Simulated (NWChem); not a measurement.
System: sulfur trioxide (SO3); SMILES O=S(=O)=O

NWChem printed, in part:

```
             Northwest Computational Chemistry Package (NWChem) 7.3.0
             --------------------------------------------------------

 D3H symmetry detected

                             Geometry "geometry" -> ""
                             -------------------------

 Output coordinates in angstroms (scale by  1.889725989 to convert to a.u.)

  No.       Tag          Charge          X              Y              Z
 ---- ---------------- ---------- -------------- -------------- --------------
    1 O                    8.0000    -1.01923585    -1.01923585     0.00000000
    2 S                   16.0000     0.00000000     0.00000000     0.00000000
    3 O                    8.0000    -0.37306621     1.39230206     0.00000000
    4 O                    8.0000     1.39230206    -0.37306621     0.00000000

 Effective nuclear repulsion energy (a.u.)     181.6712275646

      Symmetry information
      --------------------

 Group name             D3h
 Group number             27
 Group order              12
 No. of unique centers     2

                                 NWChem DFT Module
                                 -----------------

 Summary of "ao basis" -> "ao basis" (spherical)
 ------------------------------------------------------------------------------
       Tag                 Description            Shells   Functions and Types
 ---------------- ------------------------------  ------  ---------------------
 O                         def2-tzvpd               14       40   6s4p3d1f
 S                         def2-tzvpd               16       46   6s6p3d1f

      Symmetry analysis of basis
      --------------------------

        a1'        28
        a1"         4
        a2'        10
        a2"        16
        e'         74
        e"         34

  Rotation of axis

            General Information
            -------------------
          SCF calculation type: DFT
          Wavefunction type:  closed shell.
          No. of atoms     :     4
          No. of electrons :    40
           Alpha electrons :    20
            Beta electrons :    20
          Charge           :     0
          Spin multiplicity:     1
          Use of symmetry is: on ; symmetry adaption is: on
          Maximum number of iterations: 150
          AO basis - number of functions:   166
                     number of shells:    58
          Convergence on energy requested:  1.00D-06
          Convergence on density requested:  1.00D-05
          Convergence on gradient requested:  5.00D-04

              XC Information
              --------------
                         B3LYP Method XC Potential
                     Hartree-Fock (Exact) Exchange  0.200
                        Slater Exchange Functional  0.800 local
                    Becke 1988 Exchange Functional  0.720 non-local
              Lee-Yang-Parr Correlation Functional  0.810
                  VWN I RPA Correlation Functional  0.190 local

             Grid Information
             ----------------
          Grid used for XC integration:  medium
          Radial quadrature: Mura-Knowles
          Angular quadrature: Lebedev.
          Tag              B.-S. Rad. Rad. Pts. Rad. Cut. Ang. Pts.
          ---              ---------- --------- --------- ---------
          O                   0.60       49          11.0       434
          S                   1.00       88          10.0       590
          Grid pruning is: on
          Number of quadrature shells:   137
          Spatial weights used:  Erf1

      Superposition of Atomic Density Guess
      -------------------------------------

 Sum of atomic energies:        -621.83296754

      Non-variational initial energy
      ------------------------------

 Total energy =    -623.311018
 1-e energy   =   -1220.375761
 2-e energy   =     415.393515
 HOMO         =      -0.426545
 LUMO         =      -0.048032

      Symmetry analysis of molecular orbitals - initial
      -------------------------------------------------

  Numbering of irreducible representations:

     1 a1'         2 a1"         3 a2'         4 a2"         5 e'
     6 e"

  Orbital symmetries:

     1 a1'         2 e'          3 e'          4 a1'         5 a1'
     6 e'          7 e'          8 a2"         9 a1'        10 e'
    11 e'         12 a1'        13 a2"        14 e'         15 e'
    16 e'         17 e'         18 e"         19 e"         20 a2'
    21 a2"        22 a1'        23 e'         24 e'         25 a2"
    26 a1'        27 e'         28 e'         29 e"         30 e"

     ---------------------------------------------
      Total Density - Mulliken Population Analysis
     ---------------------------------------------

    Atom       Charge   Shell Charges
 -----------   ------   -------------------------------------------------------
    1 O    8     8.72   0.79  1.18  0.61  0.98  0.29 -0.01  1.91  2.10  0.82  0.02  0.00  0.02 -0.00  0.00
    2 S   16    13.83   2.01  0.48  1.49  0.81  0.40  0.03  4.14  1.71  0.69  1.18  0.26  0.00  0.24  0.30  0.01  0.08
    3 O    8     8.72   0.79  1.18  0.61  0.98  0.29 -0.01  1.91  2.10  0.82  0.02  0.00  0.02 -0.00  0.00
    4 O    8     8.72   0.79  1.18  0.61  0.98  0.29 -0.01  1.91  2.10  0.82  0.02  0.00  0.02 -0.00  0.00

   convergence    iter        energy       DeltaE   RMS-Dens  Diis-err
 ---------------- ----- ----------------- --------- --------- ---------
 d= 0,ls=0.0,diis     1   -623.7353346554 -8.05D+02  1.16D-02  2.46D+00
 d= 0,ls=0.0,diis     2   -623.3399900633  3.95D-01  7.41D-03  7.10D+00
 d= 0,ls=0.0,diis     3   -623.9451523218 -6.05D-01  6.74D-04  7.77D-02
 d= 0,ls=0.0,diis     4   -623.9498376135 -4.69D-03  2.59D-04  1.25D-02
 d= 0,ls=0.0,diis     5   -623.9509016282 -1.06D-03  1.68D-05  5.75D-05
  Resetting Diis
 d= 0,ls=0.0,diis     6   -623.9509051875 -3.56D-06  5.16D-06  4.88D-07
 d= 0,ls=0.0,diis     7   -623.9509052437 -5.62D-08  4.73D-07  8.42D-09

         Total DFT energy =     -623.950905243708
      One electron energy =    -1219.263183074094
           Coulomb energy =      465.166405511922
    Exchange-Corr. energy =      -51.525355246142
 Nuclear repulsion energy =      181.671227564606

 Numeric. integr. density =       40.000002499933

                  Occupations of the irreducible representations
                  ----------------------------------------------

                     irrep           alpha         beta
                     --------     --------     --------
                     a1'               5.0          5.0
                     a1"               0.0          0.0
                     a2'               1.0          1.0
                     a2"               2.0          2.0
                     e'               10.0         10.0
                     e"                2.0          2.0

                       DFT Final Molecular Orbital Analysis
                       ------------------------------------

 Vector   18  Occ=2.000000D+00  E=-4.124353D-01  Symmetry=e"
              MO Center= -3.0D-01, -5.7D-01, -2.1D-15, r^2= 2.0D+00
   Bfn.  Coefficient  Atom+Function         Bfn.  Coefficient  Atom+Function
  ----- ------------  ---------------      ----- ------------  ---------------
     9      0.376849  1 O  pz                12      0.313751  1 O  pz
   135     -0.236950  4 O  pz                15      0.201463  1 O  pz
   138     -0.197276  4 O  pz                95     -0.139899  3 O  pz
   141     -0.126673  4 O  pz                98     -0.116475  3 O  pz
    68      0.083024  2 S  d  1              73      0.077484  2 S  d  1

 Vector   19  Occ=2.000000D+00  E=-4.124353D-01  Symmetry=e"
              MO Center=  3.0D-01,  5.7D-01,  8.4D-15, r^2= 2.0D+00
   Bfn.  Coefficient  Atom+Function         Bfn.  Coefficient  Atom+Function
  ----- ------------  ---------------      ----- ------------  ---------------
    95      0.354377  3 O  pz               135     -0.298345  4 O  pz
    98      0.295041  3 O  pz               138     -0.248391  4 O  pz
   101      0.189449  3 O  pz               141     -0.159495  4 O  pz
    66      0.083024  2 S  d -1              71      0.077484  2 S  d -1
    68      0.061531  2 S  d  1              73      0.057425  2 S  d  1

 Vector   20  Occ=2.000000D+00  E=-3.614371D-01  Symmetry=a2'
              MO Center=  1.6D-14,  5.8D-14, -5.5D-28, r^2= 2.6D+00
   Bfn.  Coefficient  Atom+Function         Bfn.  Coefficient  Atom+Function
  ----- ------------  ---------------      ----- ------------  ---------------
    93      0.286256  3 O  px               134     -0.286256  4 O  py
    96      0.233043  3 O  px               137     -0.233043  4 O  py
     7     -0.209554  1 O  px                 8      0.209554  1 O  py
    99      0.174419  3 O  px               140     -0.174419  4 O  py
    10     -0.170599  1 O  px                11      0.170599  1 O  py

 Vector   21  Occ=0.000000D+00  E=-1.185324D-01  Symmetry=a1'
              MO Center=  2.1D-13, -2.9D-13,  8.7D-12, r^2= 2.8D+00
   Bfn.  Coefficient  Atom+Function         Bfn.  Coefficient  Atom+Function
  ----- ------------  ---------------      ----- ------------  ---------------
    46      0.779056  2 S  s                 45      0.742697  2 S  s
    44      0.293424  2 S  s                 43     -0.206658  2 S  s
    72      0.196002  2 S  d  0              67      0.193031  2 S  d  0
    94      0.187714  3 O  py               133      0.187714  4 O  px
    97      0.151388  3 O  py               100      0.151959  3 O  py

 Vector   22  Occ=0.000000D+00  E=-1.100588D-01  Symmetry=a2"
              MO Center= -2.7D-14,  2.7D-14, -8.7D-12, r^2= 2.1D+00
   Bfn.  Coefficient  Atom+Function         Bfn.  Coefficient  Atom+Function
  ----- ------------  ---------------      ----- ------------  ---------------
    61      0.547286  2 S  pz                58      0.509908  2 S  pz
     9     -0.240545  1 O  pz                95     -0.240545  3 O  pz
   135     -0.240545  4 O  pz                15     -0.237001  1 O  pz
   101     -0.237001  3 O  pz               141     -0.237001  4 O  pz
    55      0.230615  2 S  pz                12     -0.204414  1 O  pz

 Vector   23  Occ=0.000000D+00  E= 2.466745D-02  Symmetry=a2"
              MO Center= -6.2D-17,  1.6D-16, -2.6D-16, r^2= 1.5D+01
   Bfn.  Coefficient  Atom+Function         Bfn.  Coefficient  Atom+Function
  ----- ------------  ---------------      ----- ------------  ---------------
    64      1.724767  2 S  pz                18     -0.340109  1 O  pz
   104     -0.340109  3 O  pz               144     -0.340109  4 O  pz
    61      0.172045  2 S  pz                58     -0.126589  2 S  pz
    55     -0.055557  2 S  pz               116      0.040056  3 O  d -1
   158     -0.040056  4 O  d  1              49      0.037069  2 S  pz

     ---------------------------------------------
      Total Density - Mulliken Population Analysis
     ---------------------------------------------

    Atom       Charge   Shell Charges
 -----------   ------   -------------------------------------------------------
    1 O    8     8.34   0.79  1.18  0.62  0.93  0.36  0.01  1.85  1.81  0.73  0.02  0.00  0.03 -0.00  0.00
    2 S   16    14.97   2.01  0.47  1.48  1.02  0.40  0.03  4.18  1.66  0.94  1.51  0.19  0.00  0.42  0.55  0.00  0.11
    3 O    8     8.34   0.79  1.18  0.62  0.93  0.36  0.01  1.85  1.81  0.73  0.02  0.00  0.03 -0.00  0.00
    4 O    8     8.34   0.79  1.18  0.62  0.93  0.36  0.01  1.85  1.81  0.73  0.02  0.00  0.03 -0.00  0.00

     -------------------------------------------
      Total Density - Lowdin Population Analysis
     -------------------------------------------

    Atom       Charge   Shell Charges
 -----------   ------   -------------------------------------------------------
    1 O    8     8.24   0.87  1.09  0.57  0.61  0.29  0.08  1.71  1.84  0.81  0.11  0.00  0.06  0.18  0.01
    2 S   16    15.28   1.99  0.83  1.09  0.46  0.19  0.07  3.90  1.87  0.91  1.18  0.48  0.05  0.39  1.14  0.40  0.32
    3 O    8     8.24   0.87  1.09  0.57  0.61  0.29  0.08  1.71  1.84  0.81  0.11  0.00  0.06  0.18  0.01
    4 O    8     8.24   0.87  1.09  0.57  0.61  0.29  0.08  1.71  1.84  0.81  0.11  0.00  0.06  0.18  0.01

     Multipole analysis of the density
     ---------------------------------

     L   x y z        total         alpha         beta         nuclear
     -   - - -        -----         -----         ----         -------
     0   0 0 0     -0.000000    -20.000000    -20.000000     40.000000

     1   1 0 0     -0.000000     -0.000000     -0.000000      0.000000
     1   0 1 0     -0.000000     -0.000000     -0.000000     -0.000000
     1   0 0 1     -0.000000     -0.000000     -0.000000      0.000000

     2   2 0 0    -23.336769    -56.185631    -56.185631     89.034493
     2   1 1 0      0.000000      0.000000      0.000000      0.000000
     2   1 0 1     -0.000000     -0.000000     -0.000000      0.000000
     2   0 2 0    -23.336769    -56.185631    -56.185631     89.034493
     2   0 1 1      0.000000      0.000000      0.000000      0.000000
     2   0 0 2    -18.811089     -9.405544     -9.405544      0.000000
```

Level: B3LYP/def2-TZVPD. Structure relaxed at the PBE0/def2-SVP level.

Task: Reconstruct the input file.

Result: One answer among several that fit: the input that was run:
```
start job
memory heap 200 mb stack 900 mb global 1100 mb
geometry units angstroms noautoz
  O     -1.019236    -1.019236     0.000000
  S      0.000000     0.000000     0.000000
  O     -0.373066     1.392302     0.000000
  O      1.392302    -0.373066     0.000000
end
basis spherical
  * library def2-tzvpd
end
dft
  xc b3lyp
  iterations 150
  mulliken
end
task dft energy
```
